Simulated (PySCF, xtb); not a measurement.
Sn(F)(Cl)(OH)2 (ClFH2O2Sn), SMILES [OH][Sn]([OH])([F])[Cl].

GFN2-xTB in xtb 6.7.1 at its own geometry gives an orbital gap of 4.12 eV and a dipole moment of 1.55 D.

Geometry: PBE0-D3(BJ)/def2-SVP. The structure was generated by enumeration; whether it is a known compound was not checked. The def2 effective core potentials stand for the cores of Sn; spin–orbit coupling is left out. Other conformers were not sampled.

What does r2SCAN/def2-TZVP run with PySCF give? (An estimate is asked for; the answer gives what the named calculation found.)

gap 4.99 eV (levels -8.42 and -3.43 eV), dipole 1.94 D.
